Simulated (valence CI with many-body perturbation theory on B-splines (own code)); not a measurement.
## Bi LI: electric-dipole lines

Computed by configuration interaction combined with many-body perturbation theory (CI+MBPT): five valence electrons over a frozen Dirac-Fock core [Ar] 3d10, a basis of 9 s, 9 p, 8 d, 6 f, 3 g, 1 h functions for each j, with the one-electron correlation potential Σ1, the two-electron term Σ2, the three-electron term Σ3, Breit, model QED; selected CI, second order for the rest (own B-spline code, finite nucleus).

The last digits are not significant, and no measured levels were compared; by estimate large intervals hold to a few tenths of a per cent, small ones and those within an open d or f shell to about a per cent. Among the levels kept, up to 330 cm⁻¹ of a level comes from second order outside the variational space, and about a tenth of that is noise between levels of different J, which matters for small intervals.

Lines 51 to 100 of 204 in falling wavelength, among levels below 4584.3 × 10³ cm⁻¹, chosen from the strongest by gf and those to the six lowest levels. Wavelengths and rates use the calculated energies. Electric multipoles are in the length gauge, E1 and E2 with the static RPA response of the core. Weak lines are less certain than strong ones. Lines between different terms over intervals too small for the method are left out, as are lines whose strength nearly cancels. The highest levels of a list are the least certain.

Levels are named by their leading jj configuration (3d3/2^4 stands for four electrons in 3d with j = 3/2), which in mixed levels can hold well under half, so a name can repeat and another be missing. Letters in brackets count levels of one name in rising energy.

| λ vac (nm) | Upper | Lower | A (s⁻¹) | S (a.u.) with core polarisation | S without |
| --- | --- | --- | --- | --- | --- |
| 9.120 | (4s 4p1/2^2 4p3/2^2) J=3/2 | (4s^2 4p1/2 4p3/2^2) J=5/2 | 5.10e+10 | 7.63e-02 | 8.07e-02 |
| 9.110 | (4s 4p1/2^2 4p3/2 4d3/2) J=3/2 [b] | (4s^2 4p1/2 4p3/2 4d3/2) J=1/2 [a] | 6.70e+09 | 1.00e-02 | 1.06e-02 |
| 9.101 | (4s 4p1/2^2 4p3/2 4d3/2) J=3/2 [b] | (4s^2 4p1/2 4p3/2 4d3/2) J=3/2 [a] | 3.33e+09 | 4.95e-03 | 5.23e-03 |
| 9.084 | (4s 4p1/2 4p3/2^3) J=1/2 | (4s^2 4p3/2^3) J=3/2 | 3.95e+10 | 2.92e-02 | 3.09e-02 |
| 9.049 | (4s 4p1/2^2 4p3/2 4d3/2) J=3/2 [b] | (4s^2 4p1/2 4p3/2 4d3/2) J=5/2 [a] | 2.63e+10 | 3.84e-02 | 4.06e-02 |
| 9.043 | (4s 4p1/2^2 4p3/2 4d5/2) J=7/2 [a] | (4s^2 4p1/2 4p3/2 4d5/2) J=7/2 [a] | 6.84e+09 | 2.00e-02 | 2.11e-02 |
| 9.001 | (4s 4p1/2 4p3/2^3) J=3/2 [b] | (4s^2 4p3/2^3) J=3/2 | 2.98e+10 | 4.29e-02 | 4.54e-02 |
| 8.981 | (4s 4p1/2^2 4p3/2 4d5/2) J=7/2 [b] | (4s^2 4p1/2 4p3/2 4d5/2) J=9/2 | 3.45e+10 | 9.87e-02 | 1.04e-01 |
| 8.888 | (4s 4p1/2^2 4p3/2 4d3/2) J=5/2 [b] | (4s^2 4p1/2 4p3/2 4d3/2) J=7/2 | 4.90e+10 | 1.02e-01 | 1.08e-01 |
| 8.834 | (4s 4p1/2^2 4p3/2^2) J=1/2 | (4s^2 4p1/2 4p3/2^2) J=3/2 | 1.21e+08 | 8.23e-05 | 8.59e-05 |
| 8.711 | (4s 4p1/2^2 4p3/2^2) J=3/2 | (4s^2 4p1/2 4p3/2^2) J=3/2 | 1.70e+10 | 2.22e-02 | 2.35e-02 |
| 8.607 | (4s 4p1/2^2 4p3/2 4d5/2) J=3/2 [b] | (4s^2 4p1/2 4p3/2 4d5/2) J=5/2 [a] | 1.11e+10 | 1.39e-02 | 1.47e-02 |
| 8.589 | (4s 4p1/2^2 4p3/2 4d3/2) J=1/2 [b] | (4s^2 4p1/2 4p3/2 4d3/2) J=1/2 [a] | 8.09e+09 | 5.06e-03 | 5.34e-03 |
| 8.581 | (4s 4p1/2^2 4p3/2 4d3/2) J=1/2 [b] | (4s^2 4p1/2 4p3/2 4d3/2) J=3/2 [a] | 3.72e+10 | 2.32e-02 | 2.45e-02 |
| 8.533 | (4s 4p1/2^2 4p3/2 4d5/2) J=7/2 [b] | (4s^2 4p1/2 4p3/2 4d5/2) J=7/2 [a] | 1.55e+10 | 3.80e-02 | 4.01e-02 |
| 8.533 | (4s 4p1/2^2 4p3/2 4d3/2) J=5/2 [b] | (4s^2 4p1/2 4p3/2 4d3/2) J=3/2 [a] | 4.22e+09 | 7.77e-03 | 8.19e-03 |
| 8.291 | (4s 4p1/2^2 4p3/2 4d5/2) J=5/2 [b] | (4s^2 4p1/2 4p3/2 4d5/2) J=3/2 [a] | 3.54e+09 | 5.98e-03 | 6.31e-03 |
| 7.574 | (4s 4p1/2^2 4p3/2 4d3/2) J=5/2 [a] | (4s 4p1/2^2 4p3/2^2) J=3/2 | 5.52e+09 | 7.10e-03 | 7.50e-03 |
| 7.539 | (4s 4p1/2^2 4p3/2 4d3/2) J=3/2 [a] | (4s 4p1/2^2 4p3/2^2) J=3/2 | 5.53e+09 | 4.68e-03 | 4.92e-03 |
| 7.529 | (4s 4p1/2^2 4p3/2 4d3/2) J=1/2 [a] | (4s 4p1/2^2 4p3/2^2) J=3/2 | 1.19e+10 | 5.02e-03 | 5.28e-03 |
| 7.483 | (4s^2 4p1/2 4d3/2^2) J=5/2 | (4s^2 4p1/2 4p3/2 4d3/2) J=3/2 [b] | 3.12e+09 | 3.87e-03 | 4.08e-03 |
| 7.449 | (4s 4p1/2^2 4p3/2 4d3/2) J=3/2 [a] | (4s 4p1/2^2 4p3/2^2) J=1/2 | 7.69e+09 | 6.27e-03 | 6.60e-03 |
| 7.439 | (4s 4p1/2^2 4p3/2 4d3/2) J=1/2 [a] | (4s 4p1/2^2 4p3/2^2) J=1/2 | 6.93e+09 | 2.82e-03 | 2.97e-03 |
| 7.395 | (4s^2 4p1/2 4d3/2^2) J=5/2 | (4s^2 4p1/2 4p3/2 4d3/2) J=5/2 [b] | 8.12e+09 | 9.72e-03 | 1.02e-02 |
| 7.377 | (4s^2 4p3/2^3) J=3/2 | (4s^2 4p1/2^2 4d3/2) J=3/2 | 6.32e+06 | 5.01e-06 | 5.27e-06 |
| 7.218 | (4s^2 4p1/2 4p3/2 4d3/2) J=3/2 [a] | (4s^2 4p1/2 4p3/2^2) J=1/2 | 5.40e+09 | 4.01e-03 | 4.21e-03 |
| 7.212 | (4s^2 4p1/2 4p3/2 4d3/2) J=1/2 [a] | (4s^2 4p1/2 4p3/2^2) J=1/2 | 4.81e+09 | 1.78e-03 | 1.87e-03 |
| 6.922 | (4s^2 4p1/2 4p3/2 4d3/2) J=5/2 [a] | (4s^2 4p1/2 4p3/2^2) J=5/2 | 1.41e+10 | 1.38e-02 | 1.45e-02 |
| 6.892 | (4s^2 4p1/2 4p3/2 4d3/2) J=3/2 [a] | (4s^2 4p1/2 4p3/2^2) J=5/2 | 1.59e+10 | 1.03e-02 | 1.08e-02 |
| 6.881 | (4s 4p1/2^2 4p3/2 4d3/2) J=3/2 [b] | (4s 4p1/2^2 4p3/2^2) J=3/2 | 1.85e+10 | 1.19e-02 | 1.25e-02 |
| 6.806 | (4s 4p1/2^2 4p3/2 4d3/2) J=3/2 [b] | (4s 4p1/2^2 4p3/2^2) J=1/2 | 5.43e+09 | 3.38e-03 | 3.56e-03 |
| 6.767 | (4s 4p1/2^2 4p3/2 4d3/2) J=5/2 [a] | (4s 4p1/2^2 4p3/2^2) J=5/2 | 2.01e+10 | 1.84e-02 | 1.93e-02 |
| 6.739 | (4s 4p1/2^2 4p3/2 4d3/2) J=3/2 [a] | (4s 4p1/2^2 4p3/2^2) J=5/2 | 3.58e+10 | 2.16e-02 | 2.27e-02 |
| 6.701 | (4s^2 4p1/2 4d3/2^2) J=1/2 | (4s^2 4p1/2 4p3/2 4d3/2) J=1/2 [b] | 1.96e+10 | 5.83e-03 | 6.13e-03 |
| 6.683 | (4s^2 4p1/2 4p3/2 4d3/2) J=5/2 [a] | (4s^2 4p1/2 4p3/2^2) J=3/2 | 4.64e+07 | 4.10e-05 | 4.24e-05 |
| 6.677 | (4s^2 4p1/2 4p3/2 4d3/2) J=7/2 | (4s^2 4p1/2 4p3/2^2) J=5/2 | 2.07e+09 | 2.43e-03 | 2.56e-03 |
| 6.656 | (4s^2 4p1/2 4p3/2 4d3/2) J=3/2 [a] | (4s^2 4p1/2 4p3/2^2) J=3/2 | 9.25e+09 | 5.38e-03 | 5.64e-03 |
| 6.650 | (4s^2 4p1/2 4p3/2 4d3/2) J=1/2 [a] | (4s^2 4p1/2 4p3/2^2) J=3/2 | 1.11e+10 | 3.22e-03 | 3.38e-03 |
| 6.645 | (4s^2 4p1/2^2 4d3/2) J=3/2 | (4s^2 4p1/2^2 4p3/2) J=3/2 | 2.79e+10 | 1.62e-02 | 1.70e-02 |
| 6.579 | (4s 4p1/2^2 4p3/2 4d3/2) J=1/2 [b] | (4s 4p1/2^2 4p3/2^2) J=3/2 | 2.23e+10 | 6.26e-03 | 6.57e-03 |
| 6.511 | (4s 4p1/2^2 4p3/2 4d3/2) J=1/2 [b] | (4s 4p1/2^2 4p3/2^2) J=1/2 | 1.41e+10 | 3.83e-03 | 4.01e-03 |
| 6.499 | (4s^2 4p1/2 4d3/2^2) J=5/2 | (4s^2 4p1/2 4p3/2 4d3/2) J=3/2 [a] | 1.25e+10 | 1.01e-02 | 1.06e-02 |
| 6.473 | (4s^2 4p1/2 4d3/2^2) J=5/2 | (4s^2 4p1/2 4p3/2 4d3/2) J=5/2 [a] | 1.42e+10 | 1.14e-02 | 1.20e-02 |
| 6.388 | (4s^2 4p3/2^2 4d3/2) J=1/2 | (4s^2 4p3/2^3) J=3/2 | 1.27e+10 | 3.27e-03 | 3.42e-03 |
| 6.299 | (4s^2 4p1/2 4p3/2 4d3/2) J=3/2 [b] | (4s^2 4p1/2 4p3/2^2) J=1/2 | 2.49e+09 | 1.23e-03 | 1.29e-03 |
| 6.264 | (4s^2 4p1/2 4p3/2 4d3/2) J=1/2 [b] | (4s^2 4p1/2 4p3/2^2) J=1/2 | 5.66e+08 | 1.37e-04 | 1.40e-04 |
| 6.208 | (4s 4p1/2^2 4p3/2 4d3/2) J=3/2 [b] | (4s 4p1/2^2 4p3/2^2) J=5/2 | 1.25e+10 | 5.89e-03 | 6.17e-03 |
| 6.108 | (4s^2 4p1/2 4p3/2 4d3/2) J=5/2 [b] | (4s^2 4p1/2 4p3/2^2) J=5/2 | 4.12e+09 | 2.78e-03 | 2.93e-03 |
| 6.049 | (4s^2 4p1/2 4p3/2 4d3/2) J=3/2 [b] | (4s^2 4p1/2 4p3/2^2) J=5/2 | 2.76e+09 | 1.21e-03 | 1.25e-03 |
| 6.009 | (4s^2 4p1/2^2 4f5/2) J=5/2 | (4s^2 4p1/2^2 4d5/2) J=5/2 | 1.23e+10 | 7.88e-03 | 8.23e-03 |
